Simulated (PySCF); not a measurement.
C₄H₁₁Cl₃GeSi, SMILES C[Si](C)(C)[CH2][Ge]([Cl])([Cl])[Cl], GFN2-xTB optimised geometry.

```
20

Si    -1.63     0.55     0.00
C     -2.26    -0.34    -1.56
C     -2.15     2.38     0.00
C     -2.22    -0.33     1.59
C      0.30     0.55     0.00
Ge     1.16    -1.17    -0.54
Cl     0.28    -2.92     0.33
Cl     3.23    -1.21     0.04
Cl     1.12    -1.47    -2.65
H     -1.83     0.09    -2.46
H     -3.34    -0.27    -1.65
H     -1.99    -1.39    -1.54
H     -1.83     2.89    -0.90
H     -3.23     2.47     0.06
H     -1.73     2.92     0.85
H     -1.85    -1.35     1.63
H     -1.87     0.19     2.48
H     -3.30    -0.37     1.63
H      0.68     0.79     0.99
H      0.68     1.29    -0.69
```

Density from PySCF with PBE0/def2-SVP at that geometry.

Minimum of the electron density along straight lines between bonded atoms, close to the bond critical point (lines longer than 1.1 times the sum of covalent radii, or with two minima, are not listed):

| bond | length / Å | ρ at the minimum / e bohr⁻³ | ∇²ρ there / e bohr⁻⁵ | position (fraction from the first atom) |
|---|---|---|---|---|
| Si1–C2 | 1.902 | 0.111 | 0.30 | 0.38 |
| Si1–C3 | 1.908 | 0.110 | 0.31 | 0.38 |
| Si1–C4 | 1.904 | 0.111 | 0.32 | 0.38 |
| Si1–C5 | 1.924 | 0.103 | 0.31 | 0.38 |
| C5–Ge6 | 1.999 | (withheld) | (withheld) | 0.52 |
| Ge6–Cl7 | 2.138 | 0.103 | 0.14 | 0.44 |
| Ge6–Cl8 | 2.144 | 0.102 | 0.14 | 0.44 |
| Ge6–Cl9 | 2.137 | 0.103 | 0.14 | 0.44 |
| C2–H10 | 1.086 | 0.271 | -0.97 | 0.63 |
| C2–H11 | 1.086 | 0.271 | -0.97 | 0.62 |
| C2–H12 | 1.087 | 0.272 | -0.97 | 0.63 |
| C3–H13 | 1.086 | 0.272 | -0.97 | 0.62 |
| C3–H14 | 1.085 | 0.272 | -0.97 | 0.62 |
| C3–H15 | 1.086 | 0.272 | -0.97 | 0.62 |
| C4–H16 | 1.086 | 0.273 | -0.98 | 0.63 |
| C4–H17 | 1.086 | 0.271 | -0.96 | 0.62 |
| C4–H18 | 1.086 | 0.271 | -0.97 | 0.62 |
| C5–H19 | 1.087 | 0.271 | -0.97 | 0.63 |
| C5–H20 | 1.087 | 0.271 | -0.97 | 0.63 |

**Question.** Complete the blanks.

**Answer.** 
- C5–Ge6, ρ at the minimum / e bohr⁻³: 0.121
- C5–Ge6, ∇²ρ there / e bohr⁻⁵: -0.03
